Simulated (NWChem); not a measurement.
System: CH₃Si cation, singlet

```xyz
5

C      0.0000     0.0000     1.0733
Si     0.0000     0.0000    -0.7501
H     -0.5142    -0.9068     1.4822
H     -0.5282     0.8987     1.4822
H      1.0424     0.0081     1.4822
```
Atoms are numbered in this order, from 1.

Low-valent species are run as closed-shell singlets; no triplet was tried in these runs. The geometry was optimised at PBE-D3(BJ)/def2-SVP. B3LYP is NWChem's, with the RPA form of VWN correlation.

 Unshifted, non-relativistic core excitations; the lowest 4 roots alone, so stronger bands may lie above.

List the first Si K-edge excitations from B3LYP/def2-TZVP, restricted-window TDA (NWChem).


```tsv
state	energy (eV)	dipole oscillator strength	leading excitation (squared amplitude)
S1	1796.1	0.0086	1s of atom 2 or its equivalents → LUMO (0.99)
S2	1796.1	0.0086	1s of atom 2 or its equivalents → LUMO+1 (0.99)
S3	1801.5	0.0017	1s of atom 2 or its equivalents → LUMO+2 (0.95)
S4	1803.8	0.0000	1s of atom 2 or its equivalents → LUMO+3 (0.96)
```
